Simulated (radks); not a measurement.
Spherical quantum dot in the effective-mass picture: electrons in a hard-walled sphere of radius 2.69, with a point charge +1 (a donor) at the centre, all in effective atomic units (hartree* = m*/eps^2 hartree, bohr* = eps/m* bohr), one dielectric constant everywhere. Method: non-relativistic Kohn-Sham, LDA (Slater exchange, Perdew-Wang correlation), spin-polarised, spherical densities; computed with a radial shooting solver with Libxc functionals. Levels are named by radial order and angular momentum (1s, 1p, 1d, 2s, ...), and open shells are averaged over m. Results are scaled to m* = 0.073 and eps = 13.5, for which hartree* = 10.9 meV and bohr* = 9.786 nm.

N = 22, configuration 1s2 1p6 1d10 2s2 1f(up 2, down 0). This is the lowest configuration that the search found. Occupied and some empty levels:

| level | occupation | eigenvalue (meV) | <r> (nm) |
|---|---|---|---|
| 1s up | 1 | 118.17 | 16.56 |
| 1s down | 1 | 118.52 | 16.49 |
| 1p up | 3 | 122.88 | 17.85 |
| 1p down | 3 | 123.27 | 17.83 |
| 1d up | 5 | 130.19 | 18.62 |
| 1d down | 5 | 130.61 | 18.61 |
| 2s up | 1 | 139.54 | 11.04 |
| 2s down | 1 | 139.67 | 11.07 |
| 1f up | 2 | 139.94 | 19.21 |
| 1f down | 0 | 140.36 | 19.20 |
| 1g up | 0 | 151.92 | 19.69 |
| 1g down | 0 | 152.35 | 19.69 |
| 2p up | 0 | 156.12 | 13.60 |
| 2p down | 0 | 156.31 | 13.59 |
| 2d up | 0 | 172.58 | 14.97 |
| 2d down | 0 | 172.82 | 14.96 |

Energy (meV): total 1559.03, kinetic 531.27, external -154.03, Hartree 1323.2, exchange-correlation -141.45.

Electron density:

| r (nm) | n(r) (e/nm^3) |
|---|---|
| 2.04 | 0.001038 |
| 4.00 | 0.0006927 |
| 5.97 | 0.0004683 |
| 7.94 | 0.0003365 |
| 9.90 | 0.0002837 |
| 11.9 | 0.0003011 |
| 13.8 | 0.0003726 |
| 15.8 | 0.0004638 |
| 17.8 | 0.0005181 |
| 19.7 | 0.0004766 |
| 21.7 | 0.0003233 |
| 23.7 | 0.0001274 |
| 25.6 | 8.682e-06 |
